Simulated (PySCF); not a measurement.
C4H10O, SMILES CCOCC. Geometry: PBE0-D3(BJ)/def2-SVP. Other conformers were not sampled.

Computed equilibrium geometry at PBE0-D3(BJ)/def2-SVP (PySCF confirms it by a frequency run) as a Z-matrix (one conformer of several):
```
O
C 1 1.3998
C 1 1.4006 2 115.18
H 3 1.1017 1 105.86 2 -164.49
H 2 1.1088 1 111.36 3 -64.23
H 3 1.1104 4 106.84 1 -117.44
H 2 1.1110 5 106.42 1 -119.97
C 2 1.5099 5 109.87 7 -119.54
H 8 1.1000 2 110.45 5 178.56
H 8 1.1000 9 108.66 2 121.74
H 8 1.1001 9 107.98 10 117.49
C 3 1.5188 4 109.61 6 -119.19
H 12 1.1006 3 112.22 4 175.86
H 12 1.1006 13 108.07 3 -121.83
H 12 1.1008 13 107.45 14 -116.66
```
Charge 0, spin multiplicity 1.
